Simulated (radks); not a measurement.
Results of a calculation; reference values are marked as such.
Task: These are the eigenvalues of the occupied orbitals of an atom or ion with whole-number occupations (eV). Code: a radial shooting solver on a logarithmic mesh with Libxc functionals. Model: scalar-relativistic Kohn-Sham, r2SCAN, spin-polarised, spherical densities, finite nucleus; meta-GGA in the generalised Kohn-Sham scheme; Fermi nuclear charge, rms radius of each element as measured or else 0.836 A^(1/3) + 0.57 fm.

| orbital | eigenvalue |
|---|---|
| 1s down | -16157.35 |
| 1s up | -16157.35 |
| 2s up | -2353.948 |
| 2s down | -2352.102 |
| 2p up | -2109.549 |
| 2p down | -2108.187 |
| 3s up | -510.2976 |
| 3s down | -507.9468 |
| 3p up | -430.1803 |
| 3p down | -427.7712 |
| 3d up | -299.1718 |
| 3d down | -296.4795 |
| 4s up | -174.6939 |
| 4s down | -174.2668 |

Which element is it, and in what charge state? The configuration may be excited. Open shells, if any, are filled with parallel spins first.

Result: Z = 38, strontium, charge +9: Sr9+ in [Ar] 3d9 4s2. The list shows which subshells hold electrons but not how many an open one holds; the 1s level, -593.77 hartree, gives Z - s = 34.5 by -(Z - s)^2/2, which with screening and relativity narrows Z to a few neighbours, and the depths of the outer levels then fix element, charge and occupations together.
